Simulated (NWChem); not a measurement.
# C2H6OSi; SMILES O=C[SiH2]C

```xyz
10

C     -1.0619    -1.4032     0.0000
Si     0.6440    -0.6381     0.0000
C      0.4360     1.2847     0.0000
O     -0.6570     1.7971     0.0000
H     -1.6215    -1.0743    -0.8885
H     -1.0167    -2.5024     0.0000
H     -1.6215    -1.0743     0.8885
H      1.4484    -1.0085     1.2081
H      1.4484    -1.0085    -1.2081
H      1.3573     1.9360     0.0000
```
Atoms are numbered in this order, from 1.

Program: NWChem. All runs use the structure optimised with PBE0/def2-SVP. Total energies compare along this basis series because the functional is fixed.

| level | basis functions | energy (Ha) | highest occupied level (eV) | orbital gap (eV) | dipole (D) |
|---|---|---|---|---|---|
| B3LYP/cc-pVDZ | 90 | -444.5409 | -6.45 | 5.09 | 1.65 |
| B3LYP/aug-cc-pVDZ | 150 | -444.5581 | -6.77 | 4.98 | 1.94 |
| B3LYP/cc-pVTZ | 208 | -444.6153 | … | … | … |

Q: Fill in the missing entries.

A: 
- B3LYP/cc-pVTZ, highest occupied level (eV): -6.70
- B3LYP/cc-pVTZ, orbital gap (eV): 5.05
- B3LYP/cc-pVTZ, dipole (D): 1.82
